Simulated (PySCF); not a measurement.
Mo(Me)4 (C₄H₁₂Mo), SMILES [CH3][Mo]([CH3])([CH3])[CH3] (connectivity only; charge and spin as stated), neutral, multiplicity 3. Atoms are numbered in the order given.

```xyz
17

Mo     0.0000     0.0000     0.0000
C      1.2079     1.2079    -1.2079
H      1.8607     1.8607    -0.5838
H      0.5838     1.8607    -1.8607
H      1.8607     0.5838    -1.8607
C     -1.2079     1.2079     1.2079
H     -1.8607     0.5838     1.8607
H     -1.8607     1.8607     0.5838
H     -0.5838     1.8607     1.8607
C     -1.2079    -1.2079    -1.2079
H     -1.8607    -1.8607    -0.5838
H     -0.5838    -1.8607    -1.8607
H     -1.8607    -0.5838    -1.8607
C      1.2079    -1.2079     1.2079
H      1.8607    -1.8607     0.5838
H      0.5838    -1.8607     1.8607
H      1.8607    -0.5838     1.8607
```
Charge 0, spin multiplicity 3.

Coordinates come from a PBE-D3(BJ)/def2-SVP optimisation. The multiplicity is an assumed one; other spin states were not compared. The def2 effective core potentials stand for the cores of Mo; spin–orbit coupling is left out.

These are PBE-D3(BJ)/def2-SVP in PySCF values and carry that method's errors.

Frequencies are harmonic and unscaled.

Modes within 1.5 cm⁻¹ of each other (mostly degenerate sets) share a row, with their intensities summed.

Computed vibrational spectrum:
| mode | ν (cm⁻¹) | IR (km/mol) | moving atoms (share of kinetic energy) |
|---|---|---|---|
| 1–2 | 114 | 0.0 | C 63 %, H 37 % |
| 3–5 | 119 | 0.5 | C 49 %, H 32 %, Mo 19 % |
| 6 | 149 | 0.0 | H 100 % |
| 7–9 | 154 | 0.0 | H 99 % |
| 10–12 | 488 | 0.0 | H 87 %, C 13 % |
| 13–15 | 521 | 68.2 | C 59 %, H 29 %, Mo 12 % |
| 16 | 528 | 0.0 | C 78 %, H 22 % |
| 17–18 | 615 | 0.0 | H 77 %, C 23 % |
| 19–21 | 617 | 164.5 | H 70 %, C 22 % |
| 22–24 | 1128 | 0.6 | H 78 %, C 22 % |
| 25 | 1148 | 0.0 | H 81 %, C 19 % |
| 26–28 | 1336 | 0.0 | H 94 % |
| 29–31 | 1344 | 35.2 | H 94 % |
| 32–33 | 1346 | 0.0 | H 95 % |
| 34–36 | 2909 | 18.6 | H 98 % |
| 37 | 2914 | 0.0 | H 98 % |
| 38–42 | 3011 | 0.0 | H 91 %, C 9 % |
| 43–45 | 3015 | 47.9 | H 91 %, C 9 % |
